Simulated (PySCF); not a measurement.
SMILES COc1ccc(-c2ccccc2)s1 (C11H10OS) (GFN2-xTB optimised geometry):

```
23

C     -2.656    -3.742    -0.001
O     -1.263    -3.947     0.000
C     -0.487    -2.850     0.000
C      0.877    -2.850     0.000
C      1.417    -1.550     0.000
C      0.485    -0.550     0.000
C      0.669     0.884     0.001
C     -0.431     1.745     0.024
C     -0.262     3.114     0.026
C      1.011     3.660     0.004
C      2.112     2.819    -0.020
C      1.948     1.448    -0.022
S     -1.127    -1.235     0.001
H     -2.973    -3.187     0.889
H     -3.109    -4.731     0.000
H     -2.972    -3.189    -0.892
H      1.460    -3.751     0.000
H      2.477    -1.372     0.001
H     -1.427     1.325     0.042
H     -1.127     3.761     0.044
H      1.145     4.731     0.005
H      3.109     3.236    -0.038
H      2.817     0.809    -0.042
```

Computed with CAM-B3LYP/def2-SVP (PySCF).

Problem. What are the frontier orbital energies and the dipole moment?

Solution. HOMO-2 -8.60 eV, HOMO-1 -8.40 eV, HOMO -6.64 eV, LUMO 0.16 eV, LUMO+1 1.15 eV; dipole moment 1.18 D.

On the same geometry PBE/def2-SVP (PySCF 2.14.0) gives HOMO-2 -6.29 eV, HOMO-1 -6.09 eV, HOMO -4.64 eV, LUMO -1.63 eV, LUMO+1 -0.90 eV; dipole moment 1.50 D.

Meta-Löwdin charges at CAM-B3LYP/def2-SVP: C1 -0.08, O2 -0.32, C3 0.11, C4 -0.19, C5 -0.12, C6 -0.12, C7 0.02, C8 -0.12, C9 -0.10, C10 -0.11, C11 -0.10, C12 -0.11, S13 0.19, H14 0.10, H15 0.12, H16 0.10, H17 0.12, H18 0.11, H19 0.10, H20 0.10, H21 0.10, H22 0.10, H23 0.10.
